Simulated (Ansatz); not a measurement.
`C/C([SiH3])=C\O` + `[OH][GeH2][I]` → `C[O][GeH2][I]` + `O/C=C/[SiH3]`  (substitution at a C–C bond)

Gas-phase electronic energies from Ansatz, PBE0-D4/def2-TZVP geometries. CBS: MP2 limit from def2 TZ/QZ plus the TZ coupled-cluster correction, frozen cores. Double bonds are as drawn, so ΔE can hold a change between cis and trans. DFT in def2-TZVPP. B3LYP here is the variant with VWN-RPA as its local correlation; programs differ in this. HSE06 is defined as in plane-wave codes. def2 core potentials past Kr. For Ge, I outer-core shells are correlated without core-valence functions, which leaves a few kJ/mol of doubt a bond. Scalar relativity is left out up to krypton. One conformer a species, not always the lowest.

| level | ΔE (kJ/mol) | difference from CCSD(T)/CBS |
| --- | --- | --- |
| LDA (SPW92) | 67.7 | 5.8 |
| PBE-D4 | 62.8 | 0.9 |
| revPBE-D4 | 63.6 | 1.7 |
| BLYP-D4 | 57.0 | -4.9 |
| r2SCAN-D4 | 61.1 | -0.8 |
| B97M-V | 58.1 | -3.8 |
| PBE0-D4 | 63.2 | 1.3 |
| r2SCANh-D4 | 61.5 | -0.4 |
| r2SCAN0-D4 | 62.1 | 0.2 |
| HSE06-D4 | 63.1 | 1.2 |
| BHLYP-D4 | 56.3 | -5.6 |
| CAM-B3LYP-D4 | 56.8 | -5.1 |
| ωB97X-V | 57.1 | -4.8 |
| ωB97M-V | 60.1 | -1.8 |
| B2PLYP | 57.3 | -4.6 |
| PBE-QIDH | 63.3 | 1.4 |
| PBE | 60.4 | -1.5 |
| revPBE | 57.4 | -4.5 |
| r2SCAN | 60.5 | -1.4 |
| PBE0 | 61.2 | -0.7 |
| B3LYP | 54.0 | -7.9 |
| r2SCAN0 | 61.4 | -0.5 |
| HSE06 | 61.3 | -0.6 |
| BHLYP | 53.8 | -8.1 |
| CAM-B3LYP | 54.8 | -7.1 |
| LC-ωPBE | 60.9 | -1.0 |
| RPA@PBE/def2-TZVPP | 52.9 | -9.0 |
| MP2/def2-SVP | 61.9 | 0.0 |
| CCSD/def2-SVP | 54.2 | -7.7 |
| CCSD(T)/def2-SVP | 55.2 | -6.7 |
| HF/def2-TZVPP | 45.9 | -16.0 |
| MP2/def2-TZVPP | 65.8 | 3.9 |
| SCS-MP2/def2-TZVPP | 59.7 | -2.2 |
| CCSD(T)/def2-TZVPP | 59.3 | -2.6 |
| HF/def2-QZVPP | 46.1 | -15.8 |
| MP2/def2-QZVPP | 67.3 | 5.4 |
| SCS-MP2/def2-QZVPP | 61.5 | -0.4 |
| HF/CBS(def2) | 46.1 | -15.8 |
| MP2/CBS(def2) | 68.4 | 6.5 |
| CCSD/CBS(def2) | 60.5 | -1.4 |
| CCSD(T)/CBS | 61.9 | 0 |

Question: What do rigid-rotor, harmonic-oscillator terms from PBE0-D4/def2-TZVP frequencies (298.15 K, 1 bar) make of the CCSD(T)/CBS value? (Estimate.)

Answer: The calculation gave: ΔZPE = +0.3 kJ/mol, ΔH = +62.2 kJ/mol, ΔS = 8 J/(mol·K), ΔG = +59.7 kJ/mol. Modes under 50 cm⁻¹ make the entropy rough.

Largest T1 diagnostic among the species: 0.013.

The D4 term adds +3.7 kJ/mol with B3LYP and +2.0 kJ/mol with PBE0; it sums over pairs of atoms, weighted by their polarisabilities, and B3LYP, whose exchange is more repulsive, gets the larger term. Leaving LDA and LC-ωPBE aside and taking each functional with its dispersion term where it has one, the values spread over 7.3 kJ/mol, from BHLYP-D4 to revPBE-D4. LDA lies +7.3 kJ/mol from PBE without D4. In def2-TZVPP, CCSD(T) changes the Hartree–Fock value by +13.4 kJ/mol (the triples alone add +1.4 kJ/mol) and MP2 by +19.9 kJ/mol.

CCSD(T)/CBS has its own doubt, a few kJ/mol and more with outer-core shells, so smaller differences from it don't rank the levels.
